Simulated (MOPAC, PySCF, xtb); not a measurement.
Noncovalent pair: CH4O (SMILES CO) (first 6 atoms) with GeH4 (SMILES [GeH4]); geometry from B3LYP-D3(BJ)/def2-TZVP, rigid monomers moved along the line of their centres of mass till O2···Ge7 is 3.67 Å.
(charge 0, multiplicity 1):
```xyz
11

C      0.359     0.163    -0.049
O      0.303    -1.014     0.747
H      0.237    -0.058    -1.115
H      1.344     0.599     0.104
H     -0.396     0.898     0.252
H     -0.560    -1.424     0.634
Ge    -0.150     0.150     4.193
H      0.045    -1.366     4.303
H     -1.385     0.465     3.334
H      1.092     0.817     3.590
H     -0.389     0.726     5.603
```

Counterpoise-corrected where a basis set is named; no monomer relaxation. Rows marked so take none.

Rows in 3-21G, 6-31G* carry no dispersion term and start afresh at each structure (6-31G* with six Cartesian d functions); the Pople sets are all-electron and without relativity. The state reached by PM6 isn't checked.

Codes used: MOPAC for PM6 (differences of heats of formation); PySCF for 3-21G rows, 6-31G* rows; xtb for the GFN methods. Each number belongs to the level named beside it.

### Question
One of these levels gives -1.39 kcal/mol for the interaction energy. Name it.
A) PM6
B) HF/6-31G* (no counterpoise)
C) GFN2-xTB
D) HF/3-21G (no counterpoise)

### Answer
B, HF/6-31G* (no counterpoise). The others give -0.21 (PM6), -2.84 (GFN2-xTB), -3.98 (HF/3-21G (no counterpoise))
